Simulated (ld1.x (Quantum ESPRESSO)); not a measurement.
Varying the TM potential for cadmium (Cd)

Base potential:

```json
{
 "Element": "Cd (Z = 48)",
 "Generator": "ld1.x (Quantum ESPRESSO) 7.5",
 "Type": "norm-conserving Troullier–Martins (Kleinman–Bylander form)",
 "Functional": "PBEsol",
 "Relativity": "non-relativistic",
 "Frozen core": "[Kr]",
 "Valence charge": "12",
 "Reference configuration": "4d10 5s2 5p0",
 "Partial waves": "5s (bound): rc 2.60 bohr; 5p (bound, empty): rc 3.75 bohr; 4d (bound): rc 1.45 bohr",
 "Local potential": "all-electron potential smoothed inside 2.05 bohr (lloc = -1)",
 "Core correction": "Bessel-smoothed model core inside 0.80 bohr"
}
```

All-electron outer shells of the reference configuration (PBEsol, non-relativistic, ld1.x):

```
shell  level (eV)  outermost node (bohr)  outermost maximum (bohr)
   4p      -65.10                   0.44                      0.85
   4d      -12.64                   0.42                      0.98
   5s       -5.31                   1.10                      2.44
   5p       -1.26                   1.21                      3.33
```

Cutoffs, loose and tight: the cutoffs (Ry, on a coarse ladder) from which the occupation-weighted sum of valence levels, in a spherical-Bessel basis at the reference potential, stays within 10 and 1 mRy of its value at 400 Ry. They do not see the model core or the augmentation charge, which bear on the density cutoff. Test errors are all-electron minus pseudo excitation energies from the reference, over the configurations 4d10 5s1 5p0; 4d10 5s0 5p0; 4d9 5s0 5p0; 4d10 5s1 5p1; 4d9 5s2 5p1; 4d10 5s1.5 5p0; 4d9 5s2 5p0. A dash means not determined; rows that change the core or the reference have their own tests.

```tsv
change	outcome	cutoff, loose	cutoff, tight	bound ghosts	largest test error (meV)
base	generated	80 Ry	120 Ry	none	+631
core correction none	generated	80 Ry	120 Ry	none	+696
core correction Bessel-smoothed model core inside 0.60 bohr	generated	80 Ry	120 Ry	none	+626
core correction Bessel-smoothed model core inside 1.02 bohr	generated	80 Ry	120 Ry	none	+631
core correction Bessel-smoothed model core inside 1.22 bohr	generated	80 Ry	120 Ry	none	+631
core correction Bessel-smoothed model core inside 1.38 bohr	generated	80 Ry	120 Ry	none	+632
core correction Bessel-smoothed model core inside 1.54 bohr	generated	80 Ry	120 Ry	none	+635
core correction Bessel-smoothed model core inside 1.76 bohr	generated	80 Ry	120 Ry	none	+643
```
